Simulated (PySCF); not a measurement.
Computed shifts of a molecule C8H6N2, PBE/pcSseg-1 (PySCF), GIAO, gas phase, equivalent atoms averaged, in ppm (number of nuclei): ¹³C: 149.6 (2), 147.4 (2), 138.5 (2), 136.2 (2). ¹⁵N: 375.2 (2). ¹H: 9.08 (2), 8.58 (2), 8.24 (2). References: ¹³C against TMS (σ = 182.0 ppm); ¹⁵N against NH3 (σ = 267.0 ppm); ¹H against TMS (σ = 31.49 ppm), references at their B3LYP-D3(BJ)/def2-TZVP geometries, non-relativistic. Geometry: B3LYP-D3(BJ)/def2-SVP. One conformer was computed; it need not be the lowest.

Q: Identify the compound among the candidates.
(A) C#Cc1cncc(C=C)n1
(B) C=Cc1ccnc(C#N)c1
(C) c1ccc2nccnc2c1
(D) C=Cc1ccc(C#N)nc1

A: C, c1ccc2nccnc2c1
